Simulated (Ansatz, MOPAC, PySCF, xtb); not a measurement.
Dimer: HF (SMILES F) (first 2 atoms) with CH4O (SMILES CO); geometry from B3LYP-D3(BJ)/def2-TZVP, rigid monomers moved along the line of their centres of mass till H2···O4 is 2.95 Å.
(charge 0, multiplicity 1):
```xyz
8

F      0.085     0.013     0.236
H     -0.216    -0.060     1.134
C      0.470     0.431     4.827
O     -0.600    -0.129     4.054
H      0.198     0.483     5.884
H      0.629     1.438     4.450
H      1.391    -0.143     4.708
H     -0.775    -1.028     4.349
```

Counterpoise-corrected where a basis set is named; no monomer relaxation.

The state that PM6 reach isn't checked.

Programs: Ansatz (a program for electronic structure) with Gaussian orbitals; MOPAC for PM6 (differences of heats of formation); PySCF for the dispersion terms; xtb for the GFN methods. 

### Question
Predict the interaction energy from PM6.

### Answer
-70 meV

### Question
Predict the interaction energy from r2SCAN-D4/def2-TZVPPD.

### Answer
-135 meV

### Question
What interaction energy does GFN-FF give?

### Answer
-126 meV
